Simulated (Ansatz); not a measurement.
A nudged elastic band was laid between two geometries of C₂H₈BFSi (13 atoms, charge 0, multiplicity 1).

All numbers below come from RKS B3LYP-D4/6-31G* in Ansatz 0.2.0.

```json
{"movable images": "5", "climbing image": "yes", "spring": "5.0 eV/Å²", "optimiser": "quadratic models (default)", "start path": "IDPP", "force threshold": "0.05 eV/Å", "iteration limit": "60", "end points": "relaxed"}
```

Initial state:

```xyz
13
Properties=species:S:1:pos:R:3
B -1.774 -0.374 -0.700
C -0.386 -0.050 -1.296
Si 0.717 0.753 0.015
C 0.976 -0.378 1.480
F 2.149 1.054 -0.684
H -2.649 0.443 -0.700
H -1.983 -1.427 -0.167
H 0.171 -0.942 -1.614
H -0.422 0.677 -2.117
H 0.156 2.066 0.435
H 1.355 -1.355 1.161
H 0.025 -0.545 2.002
H 1.686 0.043 2.199
```

Final state:

```xyz
13
Properties=species:S:1:pos:R:3
B -1.425 -0.730 -1.066
C -0.070 -0.050 -1.362
Si 0.528 0.888 0.169
C 0.649 -0.230 1.661
F 2.002 1.475 -0.172
H -2.456 -0.140 -1.213
H -1.467 -1.842 -0.621
H 0.736 -0.761 -1.586
H -0.125 0.710 -2.152
H -0.353 2.057 0.436
H -0.350 -0.574 1.960
H 1.099 0.282 2.519
H 1.253 -1.118 1.442
```

**Question.** What changes between the two ends?

**Answer.** No bond is made or broken. The dihedral F5–Si3–C4–H13 goes from 57 to -65°.

**Question.** What energy profile does the band end with?

**Answer.** It converged. The highest image is number 3 of 0 to 6, 0.060 eV above the ends, which have the same energy within 2 meV. A vibrational analysis at the climbing image gives one clearly imaginary mode, 155i cm⁻¹: a first-order saddle point.

| image | path coordinate (Å) | energy (eV) | dihedral F5–Si3–C4–H13 (°) |
| --- | --- | --- | --- |
| 0 | 0.00 | 0.000 | 57 |
| 1 | 0.60 | 0.013 | 38 |
| 2 | 1.19 | 0.044 | 18 |
| 3 | 1.79 | 0.060 | -3 |
| 4 | 2.41 | 0.043 | -26 |
| 5 | 3.03 | 0.011 | -47 |
| 6 | 3.66 | 0.000 | -65 |

**Question.** What is the geometry of the highest image?

**Answer.** 
```xyz
13
Properties=species:S:1:pos:R:3:forces:R:3
B -1.513 -0.672 -1.039 0.00 0.00 0.00
C -0.139 -0.042 -1.353 0.00 0.00 0.00
Si 0.535 0.866 0.165 0.01 0.02 -0.01
C 0.749 -0.273 1.642 0.00 0.00 0.01
F 1.984 1.466 -0.250 -0.02 0.00 0.00
H -2.524 -0.041 -1.160 0.00 0.00 -0.01
H -1.593 -1.787 -0.606 0.00 0.00 0.01
H 0.634 -0.782 -1.600 0.00 0.00 0.00
H -0.182 0.727 -2.136 0.00 0.00 0.00
H -0.331 2.032 0.490 0.00 0.00 0.00
H 0.366 -1.277 1.433 0.00 0.00 0.00
H 0.224 0.115 2.522 0.00 0.00 0.00
H 1.809 -0.367 1.907 0.00 0.00 0.00
```

**Question.** What are the harmonic wavenumbers there?

**Answer.** 155i, 58, 154, 171, 251, 264, 302, 614, 665, 699, 725, 774, 847, 890, 905, 943, 972, 1047, 1101, 1126, 1279, 1336, 1468, 1494, 1495, 2250, 2605, 2677, 3035, 3053, 3094, 3127, 3133 cm⁻¹.

Time of the run: 82 s on 2 threads of Arm Neoverse V1, with other jobs on the host, peak memory 0.19 GiB.
